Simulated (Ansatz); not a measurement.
Stepwise reaction of `[CH3][SnH2][SiH3]` with hydrogen fluoride, as a gas-phase model of exchange steps in deposition or etching. ΔE in kJ/mol.

Computed with Ansatz on PBE0-D4/def2-TZVP structures; ΔE is electronic, products minus reactants. CBS: MP2 limit from def2 TZ/QZ plus the TZ coupled-cluster correction, frozen cores. This one scheme is used for every species. Functionals use def2-TZVPP. B3LYP here is the variant with VWN-RPA as its local correlation; programs differ in this. Elements past krypton have def2 core potentials. For Sn outer-core shells are correlated without core-valence functions, which leaves a few kJ/mol of doubt a bond. One conformer a species, not always the lowest.

| step | reaction | PBE-D4 | B3LYP-D4 | ωB97M-V | CCSD(T)/CBS |
| --- | --- | --- | --- | --- | --- |
| 1 | `[CH3][SnH2][SiH3]` + H–F → `[CH3][SnH2][SiH2]F` + H₂ | -90.1 | -99.7 | -98.2 | -94.5 |

Task: Give the row of step 2, `[CH3][SnH2][SiH2]F` + H–F → `[CH3][SnH]([F])[SiH2]F` + H₂. (An estimate is asked.)

Result: The calculation gave: 
```json
{"step": "2", "reaction": "`[CH3][SnH2][SiH2]F` + H–F → `[CH3][SnH]([F])[SiH2]F` + H₂", "PBE-D4": "-44.6", "B3LYP-D4": "-48.2", "ωB97M-V": "-42.3", "CCSD(T)/CBS": "-40.3"}
```

Task: By hand: ΔE of the 2 steps together at CCSD(T)/CBS.

Result: (-94.5) + (-40.3) = -134.8 kJ/mol, or -67.4 kJ/mol a step.

In ΔE each step is higher than the one before. All are downhill at CCSD(T)/CBS. PBE-D4 differs from CCSD(T)/CBS by -4.3 to 4.4 kJ/mol a step. Isolated molecules leave out the surface, adducts and barriers. Largest T1 diagnostic: 0.013.
